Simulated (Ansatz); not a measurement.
Reactions of C$_{3}$H$_{5}$I, SMILES `CC=CI`.

Gas-phase electronic energies from Ansatz, PBE0-D4/def2-TZVP geometries. CCSD(T)/CBS adds triple-zeta CCSD(T) − MP2 to the extrapolated MP2 energy (def2 sets, frozen cores). This one scheme is used for every species. Double bonds are as drawn, so ΔE can hold a change between cis and trans. Functionals use def2-TZVPP. def2 core potentials past Kr. For I outer-core shells are correlated without core-valence functions, which leaves a few kJ/mol of doubt a bond. One conformer a species, not always the lowest.

```
                                         reaction  r2SCAN-D4 (eV)  ωB97X-V (eV)  CCSD(T)/CBS(def2) (eV)
`C/C=C/I` + `[AlH2][SH]` → `C/C=C\[S][AlH2]` + HI           -0.04          0.02                    0.08
                    `C/C=C/I` + H₂ → `C=CI` + CH₄           -0.57         -0.58                   -0.57
        `C/C=C/I` + `CB(N)O` → `COB(C)N` + `C=CI`            0.70          0.67                    0.72
    `C/C=C/I` + `O/C=C\Cl` → `CO/C=C/Cl` + `C=CI`            0.82          0.76                    0.81
```

Largest T1 diagnostic: 0.012, for `O/C=C\Cl`.
